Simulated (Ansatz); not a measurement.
Geometry optimisation, UKS PBE/6-31G* in Ansatz 0.2.0.

Input file:

```yaml
crystal:
  periodic: [false, false, false]
  atoms:
    - { symbol: Si, position_ang: [0.0, 0.0, 0.0] }
    - { symbol: H, position_ang: [0.0, 0.0, 1.71] }
    - { symbol: Si, position_ang: [2.0935, 0.0, -0.7393] }
    - { symbol: H, position_ang: [2.5508, -1.3762, -0.9079] }
    - { symbol: H, position_ang: [2.1573, 0.6939, -2.0222] }
    - { symbol: H, position_ang: [2.951, 0.6823, 0.2255] }
    - { symbol: F, position_ang: [-0.7489, 1.2974, -0.5295] }
    - { symbol: F, position_ang: [-0.7489, -1.2974, -0.5295] }
    - { symbol: H, position_ang: [0.0, 0.0, 2.67] }
magnetization:
  spin_polarized: true
  initial_magnetization: 1
basis:
  gaussian: { orbitals: "6-31G*" }
hamiltonian:
  xc: pbe
relax:
  f_tol: 0.15
  max_steps: 25
  restrain:
    - { distance: [1, 8], at: 0.66, k: 30.0 }
    - { distance: [0, 1], at: 2.66, k: 30.0 }
```

Command:

```bash
$ ansatz run input.yaml --threads 2 --pin off --max-ram 3072MiB --backend cpu --events-out ev --progress --plain --runs-dir out
```

Q: Where does it end, and by what steps?

A: It converged. The restraints hold the end off the free minimum; the threshold counts their pulls, which the force column leaves out. Restrained pairs: H2–H9 (0.96 → 0.71 Å), Si1–H2 (1.71 → 2.66 Å). After 8 steps the energy has fallen by 0.711 eV (the restraints' own energy left out); H2 moved furthest, 0.70 Å.

| step | energy less start (eV) | largest force component (eV/Å) | accepted |
| --- | --- | --- | --- |
| 0 | 0.0000 | 1.090 | yes |
| 1 | -0.0243 | 2.232 | yes |
| 2 | 0.3100 | 5.401 | yes |
| 3 | -0.2257 | 2.496 | yes |
| 4 | -0.6345 | 2.072 | yes |
| 5 | -0.6964 | 1.191 | yes |
| 6 | -0.7015 | 1.398 | yes |
| 7 | -0.7053 | 1.502 | yes |
| 8 | -0.7110 | 1.651 | yes |

```xyz
9
Properties=species:S:1:pos:R:3
Si -0.199 -0.046 -0.247
H 0.084 -0.069 2.402
Si 2.122 0.003 -0.817
H 2.656 -1.399 -0.708
H 2.378 0.526 -2.209
H 2.840 0.870 0.179
F -0.891 1.357 -0.712
F -0.918 -1.225 -1.118
H 0.182 -0.017 3.108
```

Run time: 12 s on 2 threads of Intel(R) Xeon(R) 6975P-C (Granite Rapids), on a shared host, peak memory 0.19 GiB.
